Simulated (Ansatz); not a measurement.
Abridged output of a molecular run in Ansatz:

```
Functional definition: HF
1334 factors; integrals over basis functions are off by at most 9.1e-4 eV
mean field evaluation 1: about -120902.1664 eV, gradient 1.5e1 eV
mean field evaluation 2: about -120902.3357 eV, gradient 1.5e1 eV
mean field evaluation 4: about -120903.7194 eV, gradient 3.5e0 eV
mean field evaluation 8: about -120903.7404 eV, gradient 1.1e-1 eV
mean field -120903.74051902 eV, -4443.1305125754 hartree, gradient 2.7e-6 eV, S^2 0.000000; 0 other end points of the search recorded, 0 dependent functions left out
23 core orbitals not correlated: weight in the atoms' cores, before any rotation towards them, 1.000 or more for the frozen orbitals, at most 0.000 for the correlated occupied ones
reference -120903.74051902 eV, -4443.1305125754 hartree; 19, 19 occupied and 180, 180 virtual orbitals, 1334 factors
second order -17.47543577 eV of doubles, -0.00000000 eV of singles
cycle   1  -17.69902114 eV  change   -2.2e-1 eV  update   1.1e-1
cycle   2  -18.39557417 eV  change   -7.0e-1 eV  update   3.3e-2
cycle   3  -18.45239469 eV  change   -5.7e-2 eV  update   1.5e-2
cycle   4  -18.44555240 eV  change    6.8e-3 eV  update   3.6e-3
cycle   5  -18.44487633 eV  change    6.8e-4 eV  update   1.2e-3
cycle   6  -18.44428450 eV  change    5.9e-4 eV  update   4.0e-4
cycle   7  -18.44425153 eV  change    3.3e-5 eV  update   1.3e-4
cycle   8  -18.44431619 eV  change   -6.5e-5 eV  update   4.9e-5
cycle   9  -18.44432343 eV  change   -7.2e-6 eV  update   1.6e-5
perturbative correction -0.73426116 eV, -0.0269835999 hartree
Total energy: -120922.91910361 eV, -4443.8353125594 hartree
```

Its atoms:

```xyz
9

Si   -0.634   -0.101    1.210
Ge    0.869    1.065   -0.218
Ge   -0.246   -0.966   -0.971
H    -1.952    0.516    1.502
H    -0.078   -0.837    2.373
H     2.371    1.001    0.077
H     0.431    2.402   -0.822
H    -1.351   -0.840   -2.025
H     0.590   -2.239   -1.125
```

Q: Which basis set was used?
A. def2-SVP
B. cc-pV(Q+d)Z
C. def2-TZVPP
D. def2-TZVPPD

A: C. It gives 222 functions.

Q: Write the keys of the input that set method, charge and spin (a neutral closed shell needs none for the last two).

A: 
```yaml
correlation: {method: ccsd_t}
```
